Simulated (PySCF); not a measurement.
**A search over the determinants of BeIn**

Unrestricted PBE0; Be cc-pVDZ, In cc-pVDZ-PP with ECP28; scalar-relativistic core potentials (PySCF 2.14). Outer shells of the fragments: Be 2s2; In 4d10 5s2 5p1.

Followed along the bond (rough minima from three points):

```tsv
2Ms+1	unpaired	⟨S²⟩ at the start	R at minimum (Å)	Te (eV)
2	π ↑	0.76	2.58	0.00
2	σ ↑	0.76	2.83	0.06
4	σ ↑↑, π ↑	3.75	2.44	1.20
4	σ ↑, π ↑↑	3.76	none in the scan	≤ 1.15
```

Solutions found at the starting distance of 2.350 Å, counted from the lowest of them; the search is not exhaustive and high or unbound solutions are not listed, so other states can lie among these:

```json
{"2Ms+1": "2", "unpaired": "π ↑", "term": "²Π", "E (eV)": "0.00", "⟨S²⟩": "0.76", "⟨Lz²⟩": "1.00", "μ (D)": "0.17"}
{"2Ms+1": "2", "unpaired": "σ ↑", "term": "²Σ⁺", "E (eV)": "0.38", "⟨S²⟩": "0.76", "⟨Lz²⟩": "0.00", "μ (D)": "0.91"}
{"2Ms+1": "4", "unpaired": "σ ↑, π ↑↑", "term": "⁴Σ⁻", "E (eV)": "1.07", "⟨S²⟩": "3.76", "⟨Lz²⟩": "0.00", "μ (D)": "0.48"}
{"2Ms+1": "4", "unpaired": "σ ↑↑, π ↑", "term": "⁴Π", "E (eV)": "1.11", "⟨S²⟩": "3.75", "⟨Lz²⟩": "1.00", "μ (D)": "1.46"}
{"2Ms+1": "2", "unpaired": "σ ↑, π ↑↓", "term": "mixed", "E (eV)": "1.64", "⟨S²⟩": "1.76", "⟨Lz²⟩": "2.01", "μ (D)": "0.30"}
{"2Ms+1": "2", "unpaired": "σ ↓, π ↑↑", "term": "mixed", "E (eV)": "1.90", "⟨S²⟩": "1.77", "⟨Lz²⟩": "0.00", "μ (D)": "0.21"}
{"2Ms+1": "2", "unpaired": "σ ↑", "term": "mixed", "E (eV)": "2.14", "⟨S²⟩": "0.94", "⟨Lz²⟩": "2.00", "μ (D)": "0.21"}
{"2Ms+1": "4", "unpaired": "σ ↑, π ↑↑", "term": "mixed", "E (eV)": "3.12", "⟨S²⟩": "3.76", "⟨Lz²⟩": "2.01", "μ (D)": "-0.24"}
{"2Ms+1": "2", "unpaired": "π ↑", "term": "²Π", "E (eV)": "4.53", "⟨S²⟩": "0.98", "⟨Lz²⟩": "1.02", "μ (D)": "0.04"}
```

A term symbol is given only where ⟨S²⟩ and ⟨Lz²⟩ are close to those of a pure state; real π, δ and φ orbitals otherwise mix terms. A positive dipole means Be(−)In(+).

Task: Compare the gap between the two lowest followed solutions at the starting distance with the gap between their minima.

Result: At PBE0 the second solution (doublet, unpaired electrons σ ↑) lies +0.38 eV from the first (doublet, unpaired electrons π ↑) at 2.350 Å and +0.06 eV at the minima; the two curves relax by different amounts, since their minima lie near 2.83 and 2.58 Å.

Spin–orbit coupling is left out. Counting both spins, an empty level lies below a filled one in some of these solutions, because spin and occupation are held.
